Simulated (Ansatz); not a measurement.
Relaxation of AlBrClFH$_{2}$ (6 atoms, charge 0, multiplicity 1), to a largest force component of 0.03 eV/Å in at most 50 steps.

Computed with RHF/def2-SVP in Ansatz.

```xyz
6
Properties=species:S:1:pos:R:3
Al -0.078 -0.553 -0.493
F -0.089 0.036 2.325
H 1.309 0.058 -0.833
Cl -1.904 0.284 -1.067
Br -0.181 -2.703 0.509
H -0.145 -0.848 2.542
```

**Question.** Where does it end, and by what steps?

**Answer.** It converged. After 5 steps the energy has fallen by 0.344 eV; F2 moved furthest, 0.52 Å. Joined: Al1–F2 (2.88 → 2.06 Å).

| step | energy less start (eV) | largest force component (eV/Å) | accepted |
| --- | --- | --- | --- |
| 0 | 0.0000 | 0.910 | yes |
| 1 | -0.1056 | 1.643 | yes |
| 2 | -0.2675 | 1.369 | yes |
| 3 | -0.3254 | 0.487 | yes |
| 4 | -0.3429 | 0.083 | yes |
| 5 | -0.3436 | 0.023 | yes |

```xyz
6
Properties=species:S:1:pos:R:3
Al -0.065 -0.563 -0.178
F -0.091 -0.006 1.807
H 1.298 0.042 -0.626
Cl -1.882 0.293 -0.824
Br -0.154 -2.783 0.420
H -0.195 -0.710 2.385
```

Whether the end is a true minimum wasn't checked by a vibrational analysis.

Run time: 11 s on 1 thread of Intel(R) Xeon(R) 6975P-C (Granite Rapids), with other jobs on the host, peak memory 0.2 GiB.
